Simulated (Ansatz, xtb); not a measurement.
Stretching the Ge1–H2 bond in GeHI (SMILES [GeH][I]) (multiplicity 1 held, fragments rigid). Energies count from the point at 1.601 Å.
Geometry at that point (charge 0, multiplicity 1):
| atom | x (Å) | y (Å) | z (Å) |
|---|---|---|---|
| Ge | -0.9106 | -0.7551 | 1.0568 |
| H | -1.9308 | -1.2404 | -0.0782 |
| I | 0.5862 | 0.4793 | -0.6366 |

R- and RO- levels are restricted; in cc, def2 and unpolarised 6-31G sets they are followed outwards from rest. Active spaces are followed from a long bond inwards. Left out are points that failed, MP2 points in a non-variational dive below the minimum, coupled-cluster points behind a sign of a changed root (a jump of the amplitudes, or a one-step jump against full CI or MRCI), small-basis points behind a change of solution, and semi-empirical points at long bonds. Levels need not reach the same state.

Frozen-core correlation. Filled d and f shells under p-block atoms count as core.

The values were computed with Ansatz (an electronic-structure program); xtb for the GFN methods. Values without a source in brackets are computed. In def2 rows elements past Kr take small-core potentials, without spin–orbit coupling. The GFN methods have no spin term and hold the electronic entropy of 300 K.

Energies in kJ/mol.

| R (Å) | GFN2-xTB | R-PBE/def2-TZVPP | R-wB97X-V/def2-TZVPP | SC-NEVPT2 on CASSCF(2,2)/def2-TZVPP | FIC-MRCISD+Q on CASSCF(2,2)/def2-TZVPP |
|---|---|---|---|---|---|
| 1.281 | 109 | 110 | 102 | 112 | 108 |
| 1.441 | 22 | 23 | 18 | 23 | 20 |
| 1.601 | 0 | 0 | 0 | 0 | 0 |
| 1.762 | 3 | 10 | 16 | 12 | 14 |
| 1.922 | 17 | 37 | 50 | 39 | 43 |
| 2.162 | 54 | 88 | 112 | 91 | 98 |
| 2.402 | 101 | 140 | 175 | 141 | 151 |
| 2.802 | 184 | 215 | 272 | 205 | 219 |
| 3.203 | 257 | 272 | 351 | 243 | 259 |
| 3.683 | 319 | 320 | 424 | 263 | 279 |
| 4.324 | 359 | 357 | 494 | 270 | 287 |
| 5.125 | left out | 380 | 551 | 272 | 289 |

Doubts at one or more of the structures used: a restricted determinant that unrestricted orbitals would lower (R-PBE/def2-TZVPP, R-wB97X-V/def2-TZVPP).
